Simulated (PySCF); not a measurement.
- geometry from GFN2-xTB
- shieldings: GIAO PBE0/pcSseg-1
- program: PySCF 2.14.0 with density-fitted response routines
- fast rotation and ring inversion assumed for equivalent nuclei, no solvent model, single conformer, non-relativistic Hamiltonian

Referencing at the same level of theory: ¹H and ¹³C vs TMS. Acid and N–H amide carbonyl carbons lie up to 10 ppm further downfield in solution (hydrogen bonding). Shifts are as computed. Against solution values, carbons near 30 ppm lie about +3 ppm off and those near 130 ppm about +5 ppm. Of 1211 compounds with measured shifts, 218 miss one by over three times the rms of a fit or turn the order of signals round; such compounds aren't used in these exercises. OH and NH positions are gas-phase values without hydrogen bonding to other molecules.

Task: Order these molecules by the shift of their most shielded carbon-bound hydrogen, lowest δ first.
A. Oc1ccc(C(F)(F)F)o1
B. C#C[Si@@]1(NC)C=CCN1
C. O=C(O)C#CC1CC1
D. Oc1cccc(O)c1

Result: C (0.95 ppm, hydrogen on a three-membered-ring carbon), B (2.00 ppm, hydrogen on a terminal alkyne carbon), A (5.57 ppm, hydrogen on an aromatic CH), D (6.21 ppm, hydrogen on an aromatic CH).

Task: How many ¹³C and ¹H signals does each give (equivalence by symmetry and fast rotation, but not about amide C–N or C=N bonds)? `C#C[Si@@]1(NC)C=CCN1`, `O=C(O)C#CC1CC1`, `Oc1cccc(O)c1`, `Oc1ccc(C(F)(F)F)o1`

Result: C#C[Si@@]1(NC)C=CCN1: 6 C, 8 H; O=C(O)C#CC1CC1: 5 C, 4 H; Oc1cccc(O)c1: 4 C, 4 H; Oc1ccc(C(F)(F)F)o1: 5 C, 3 H.
